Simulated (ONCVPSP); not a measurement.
# rhenium (Re): excitation energies, all-electron against ONCV

* Element: rhenium
* Generator: ONCVPSP 4.0.1
* Type: optimised norm-conserving Vanderbilt (ONCV)
* Functional: PBE
* Relativity: scalar-relativistic
* Frozen core: [Kr] 4d10 4f14
* Valence charge: 15
* Reference configuration: 5s2 5p6 5d5 (charge +2)
* Partial waves: 5s: rc 1.15 bohr, ncon 4, nbas 7, qcut 6.2 1/bohr, 3 projectors, debl 1.5 Ha; 5p: rc 1.35 bohr, ncon 4, nbas 8, qcut 6.5 1/bohr, 2 projectors, debl 3.9 Ha; 5d: rc 2.15 bohr, ncon 5, nbas 10, qcut 7 1/bohr, 2 projectors, debl 2.2 Ha
* Local potential: polynomial inside 1.10 bohr (lpopt 3, dvloc0 3 Ha)
* Core correction: polynomial model core, fcfact 0.15

In the s channel the program set the typed energies aside and used -3.744, 0.250, 1.750 Ha.

Energies are relative to the spin-unpolarised reference configuration 5s2 5p6 5d5; without spin polarisation the order of configurations can differ from experiment.

```
valence configuration  charge  ΔE all-electron (eV)  error AE − PS (meV)
      5s2 5p6 5d5 6s2       0               -25.571                 +4.9
      5s2 5p6 5d5 6s1      +1               -16.322                 +4.0
          5s2 5p6 5d4      +3                27.129                  -13
```

(1) What are ΔE and the potential's error for 5s2 5p6 5d5 6p2?

Levels in the configuration 5s2 5p6 5d5 6s1:

```tsv
level	all-electron (eV)	pseudo (eV)
5s	-93.025	-93.015
5p	-54.811	-54.805
5d	-12.942	-12.943
6s	-12.683	-12.681
```

## Answers

(1) ΔE = -15.696 eV all-electron; the error (AE − PS) is +5.9 meV.
